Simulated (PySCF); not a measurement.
**Bond length, frequency and bond energy of TlN by level of theory**

State: ³Σ⁻ (triplet), unpaired electrons π ↑↑. Set-up: Tl def2-SVP with ECP60, N def2-SVP; scalar-relativistic core potentials (PySCF 2.14). De refers to Tl + N in their high-spin ground configurations, without counterpoise correction. The functionals are run spin-unrestricted. A positive dipole means Tl(−)N(+).

```
       Level  Re (Å)  ωe (cm⁻¹)  De (eV)  μ (D)  CPU s a point (SCF and correlation, without the integrals)
        ROHF   2.308        436   -0.304  -3.41                                                       0.096
    ROHF-MP2   2.314        422     0.77    n/a                                                        0.16
ROHF-SCS-MP2   2.324        413     0.80    n/a                                                         n/a
   ROHF-CCSD   2.345        385     0.81    n/a                                                         n/a
ROHF-CCSD(T)   2.357        371     0.90    n/a                                                         3.6
         PBE   2.354        387     1.86  -2.63                                                        0.66
      r²SCAN   2.336        395     1.47  -2.79                                                        0.91
       B3LYP   2.344        394     1.59  -2.88                                                        0.73
        PBE0   2.324        406     1.50  -2.90                                                        0.85
         M06   2.344        396     1.64  -3.18                                                        0.87
        MN15   2.304        416     1.45  -2.81                                                        0.88
```

(1) Which functional lies closest to ROHF-CCSD(T) in De, which farthest, and by how much do they differ from it?

(2) What does a quarter of exact exchange do here, going from PBE to PBE0?

(3) What does the triples do here, going from ROHF-CCSD to ROHF-CCSD(T)?

Correlated steps freeze 5 core orbitals. Correlated levels converge slowly with the basis: in double zeta they bind strong bonds too weakly, by up to about 1 eV, and carry superposition errors of some tenths. These are scalar-relativistic numbers at best; spin–orbit coupling would shift them, the dissociation energy most. A negative De means that the minimum lies above the separated atoms at that level. The state was picked by a PBE0 search and need not be the measured ground state.

The whole job (state search and all levels along the bond) took about 2.1 min on 1 thread of Intel Xeon Platinum 8375C @ 2.90GHz (shared host), peak memory 0.45 GiB.

Answers

(1) Closest is MN15 (-5.3 pm in Re, +12.1 % in ωe, +0.55 eV in De against ROHF-CCSD(T) in the same basis), farthest PBE (-0.3 pm in Re, +4.3 % in ωe, +0.96 eV in De). CCSD(T) converges more slowly with the basis than the functionals do and binds too weakly in this one, so the order can change at the basis-set limit.

(2) PBE0 less PBE: -3.0 pm in Re, +4.9 % in ωe, -0.36 eV in De. Exact exchange removes part of the self-interaction that spreads semilocal densities, and in most molecules shortens and stiffens the bond and lowers De; so it does here.

(3) ROHF-CCSD(T) less ROHF-CCSD: +1.2 pm in Re, -3.6 % in ωe, +0.09 eV in De. Correlation nearly always deepens the well. The bond lengthens, as in strong covalent bonds, where excitations into antibonding orbitals dominate.
